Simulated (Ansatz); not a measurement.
`[OH][GeH2]` radical, relaxed with UKS PBE0-D4/def2-TZVP in Ansatz 0.2.0 from a PBE-D4/def2-SVP geometry. The force threshold is 0.005 eV/Å; the program also tests the step.

Total charge 0; spin multiplicity 2.

Start:

```xyz
5

O    -0.274   -1.195   -0.101
Ge   -0.050    0.584   -0.371
H    -1.023   -1.357    0.503
H     1.353    0.652   -1.060
H    -0.007    1.316    1.028
```

```tsv
step	energy (eV)	largest force (eV/Å)	largest move (Å)
1	-58604.9102	0.703	0.000
2	-58604.9292	0.350	0.029
3	-58604.9324	0.054	0.013
4	-58604.9329	0.040	0.010
5	-58604.9331	0.035	0.011
6	-58604.9332	0.004	0.003
```

End:

```xyz
5

O    -0.290   -1.170   -0.106
Ge   -0.033    0.578   -0.364
H    -1.003   -1.351    0.511
H     1.347    0.648   -1.058
H    -0.021    1.296    1.017
```

It took 10 s on 2 threads of a server CPU on a shared host, with 0.22 GiB of host memory at the peak.
